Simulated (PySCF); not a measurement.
How methods differ on the excitation energy of Fe²⁺

Fe²⁺ [Ar] 3d6 (5D) → Fe²⁺ [Ar] 3d5 4p1 (7P), as a difference of total energies. Computed with PySCF 2.14 in ANO-RCC-VTZP, with the spin-free X2C one-electron Hamiltonian (Gaussian nucleus). Correlated levels: valence: [Ar] frozen. The calculations carry no spin-orbit coupling.

```json
{"method": "UHF", "excitation energy (eV)": "8.700"}
{"method": "MP2 (valence)", "excitation energy (eV)": "9.968"}
{"method": "SCS-MP2 (valence)", "excitation energy (eV)": "10.336"}
{"method": "CCSD (valence)", "excitation energy (eV)": "9.897"}
{"method": "CCSD(T) (valence)", "excitation energy (eV)": "9.925"}
```

Question: How much does correlation contribute at CCSD(T) (valence)?

Answer: 9.925 − (8.700) = 1.225 eV, measured against UHF.

A first-order spin-orbit estimate (lowest level to lowest level, LS coupling) adds 0.013 eV.

The basis was made for the ground configuration and has no added diffuse functions, so the excitation energy can come out too high.
